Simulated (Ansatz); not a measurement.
Several settings on one geometry of `c1ccc2c(c1)oc1c3ccccc3oc21` (that of the charge 0 singlet, PBE0-D4/def2-SVP). Ansatz on 4 threads of Arm Neoverse V1 on a shared host; times are rough.

Cartesian coordinates in Å:
```
C -4.1876 0.6275 0.5794
C -4.0895 -0.0827 -0.6284
C -2.8572 -0.4682 -1.1418
C -1.7035 -0.1297 -0.4242
C -1.8271 0.5901 0.7958
C -3.0548 0.9758 1.3113
O -0.6166 0.8453 1.3768
C 0.2925 0.2953 0.5416
C 1.7035 0.1296 0.4243
C 2.8572 0.4685 1.1417
C 4.0895 0.0837 0.6278
C 4.1876 -0.6276 -0.5793
C 3.0548 -0.9760 -1.3111
C 1.8271 -0.5905 -0.7956
O 0.6166 -0.8453 -1.3768
C -0.2925 -0.2956 -0.5415
H -5.1727 0.9145 0.9542
H -5.0019 -0.3372 -1.1724
H -2.7836 -1.0204 -2.0804
H -3.1176 1.5278 2.2505
H 2.7835 1.0201 2.0806
H 5.0019 0.3366 1.1727
H 5.1728 -0.9138 -0.9546
H 3.1176 -1.5278 -2.2505
```

Totals from different functionals, basis sets or treatments of relativity can't be compared as stabilities.

The 6-31G sets use Cartesian d functions. Correlated methods freeze 16 core orbitals.

The spins typed aren't always the lowest for that charge.

(1) Give the basis size and estimate the energy, ⟨S²⟩ and time of these runs.

| run | method | charge | state | further keys |
| --- | --- | --- | --- | --- |
| 1 | RKS B2GP-PLYP/6-31G | 0 | singlet | scf: {omitted_lower_state_checks: [starts]} |
| 2 | RKS PBE-D3(BJ)/STO-3G | 0 | singlet | – |
| 3 | UKS PBE0-D4/6-31++G** | 1 | doublet | scf: {omitted_lower_state_checks: [starts]}; forces asked |

Results:

(1) 
| run | functions | energy (Eh) | ⟨S²⟩ | wall time |
| --- | --- | --- | --- | --- |
| 1 | 160 | -687.3307 | – | 11 s |
| 2 | 88 | -679.3367 | – | 2.1 s |
| 3 | 350 | -687.7411 | 0.78 | 55 s |
